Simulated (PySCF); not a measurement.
**Exercise with solution: entropy of an ideal gas**

TaF4, SMILES [F][Ta+]([F])([F])[F], charge +1, multiplicity 1.

Geometry: PBE-D3(BJ)/def2-SVP. The multiplicity is an assumed one; other spin states were not compared. The isomer is the one that the SMILES or the coordinates give; other isomers of the formula were not compared. The def2 effective core potentials stand for the cores of Ta; spin–orbit coupling is left out.

PBE-D3(BJ)/def2-SVP run with PySCF gives the harmonic wavenumbers 166, 166, 166, 189, 189, 763, 771, 771, 771 cm⁻¹ and the rotational temperatures 0.1435, 0.1435, 0.1435 K. The molar mass is 256.94 g/mol, the symmetry number 12, the spin multiplicity 1.

Problem. Work out the entropy at 298.15 K and 1 atm in the rigid-rotor, harmonic-oscillator model.

Solution. 
Translation (Sackur–Tetrode at 1 atm): S = R[1.5 ln M + 2.5 ln T − 1.16487] = 177.9 J/(mol K).
Rotation: q = (√π/σ) T^1.5/√(θA θB θC) = 14000, S = R[ln q + 3/2] = 91.8 J/(mol K).
Vibration: with u = 1.4388 ν/T, each mode gives R[u/(e^u − 1) − ln(1 − e^−u)]:
```csv
ν (cm⁻¹),modes,u,S (J/(mol K))
166,3,0.80,31.13
189,2,0.91,18.72
763,1,3.68,1.00
771,3,3.72,2.92
```
These are all the modes. Sum 53.8 J/(mol K).
Spin: R ln 1 = 0.0 J/(mol K).
Total 323.6 J/(mol K); the program's own thermochemistry gives 323.5. Translation makes up 55 % and vibration 17 %. Anharmonicity, hindered rotation and orbital degeneracy are left out.
